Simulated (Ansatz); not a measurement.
One change: `[F][W]([F])(=[S])([Cl])[Cl]` becomes `[F][Mo]([F])(=[S])([Cl])[Cl]`.

Ansatz, PBE0-D4/def2-TZVP geometries, multiplicity 1. 

Elements past krypton have def2 core potentials.

```tsv
property	`[F][W]([F])(=[S])([Cl])[Cl]`
ideal-gas entropy at 298 K and 1 bar (rigid rotor, harmonic PBE0-D4/def2-TZVP) / J/(mol·K)	385
zero-point energy (PBE0-D4/def2-TZVP) / kJ/mol	24.4
LUMO energy (ωB97M-V/def2-TZVPP) / eV	-2.06
HOMO–LUMO gap (PBE0/def2-TZVPP) / eV	4.86
HOMO–LUMO gap (PBE/def2-TZVPP) / eV	2.90
size of the dipole moment (B3LYP/def2-TZVPP) / D	1.15
```

Give the same properties after the change, and the shifts. (An estimate is asked.)

Computed: 
```csv
property,`[F][Mo]([F])(=[S])([Cl])[Cl]`,shift
"ideal-gas entropy at 298 K and 1 bar (rigid rotor, harmonic PBE0-D4/def2-TZVP) / J/(mol·K)",380,-5
zero-point energy (PBE0-D4/def2-TZVP) / kJ/mol,24.8,0.4
LUMO energy (ωB97M-V/def2-TZVPP) / eV,-2.73,-0.67
HOMO–LUMO gap (PBE0/def2-TZVPP) / eV,4.27,-0.59
HOMO–LUMO gap (PBE/def2-TZVPP) / eV,2.35,-0.55
size of the dipole moment (B3LYP/def2-TZVPP) / D,1.77,0.62
```

With PBE0 the HOMO falls by 0.07 eV and the LUMO falls by 0.66 eV, so the gap narrows by about 0.59 eV. PBE moves the HOMO by -0.05 eV and ωB97M-V by -0.07 eV. Dipoles are sizes alone; their direction can turn.

B3LYP here is the variant with VWN-RPA as its local correlation; programs differ in this.
